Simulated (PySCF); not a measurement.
RuS2, singlet: structure and spectrum

Method: PySCF, PBE0, basis Ru def2-TZVP with ECP28, S def2-TZVP (scalar-relativistic core potentials, no spin–orbit coupling, density fitting).

The structure is a minimum.

```xyz
3
charge 0 multiplicity 1, angstrom
Ru    0.0000    0.0000   -0.7416
S     0.9846    0.0000    1.1822
S    -0.9846    0.0000    1.1822
```

```json
{
 "Point group": "C2v",
 "Bond lengths": "Ru–S 2.161 Å (×2), S–S 1.969 Å",
 "Bond angles": "Ru–S–S 62.9° (×2), S–Ru–S 54.2°",
 "Zero-point energy": "7.6 kJ/mol",
 "Dipole moment": "2.58 D",
 "Heat capacity Cp at 298.15 K": "50.8 J/(mol K)",
 "Atomisation energy without zero-point energy": "646 kJ/mol",
 "Principal polarisabilities": "59.5, 70.4, 78.4 bohr³",
 "Highest occupied level": "-5.54 eV",
 "Rotational constants": "0.2719, 0.1159, 0.08128 cm⁻¹",
 "Enthalpy at 298.15 K above 0 K": "12.45 kJ/mol",
 "Entropy at 298.15 K and 1 bar": "289.1 J/(mol K)",
 "Principal quadrupole moments (Buckingham, traceless) about the centre of mass": "-6.28, 1.03, 5.26 D Å",
 "Lowest empty level": "-3.04 eV",
 "Rotational symmetry number": "2"
}
```

Harmonic modes (masses in u: Ru 101.904, S 31.972):
```csv
symmetry,ω (cm⁻¹),IR (km/mol),μ (u)
b2,216,1.1,34.72
a1,426,1.1,42.73
a1,633,11.1,32.39
```

In C2v the vibrations span b2 + 2a1. Here b1 is antisymmetric to the molecular plane and b2 lies in it.

Charges (e):
```json
{"atom": "Ru1", "Mulliken": "0.37", "Löwdin": "-0.32", "polar tensor": "0.31", "Mayer order to Ru1": "–"}
{"atom": "S2,3", "Mulliken": "-0.18", "Löwdin": "0.16", "polar tensor": "-0.16", "Mayer order to Ru1": "1.38"}
```
Other Mayer orders above 0.3: S–S 1.37.

Mulliken populations on Ru1 (electrons outside its core potential): s 2.42, p 6.07, d 7.14, f 0.01.

Other isomers or separated fragments may lie lower. At the minimum of this search the closed-shell solution is unstable towards spin polarisation, so a lower open-shell solution exists.

The final relaxation and frequency run took roughly 70 core-seconds on a shared host.
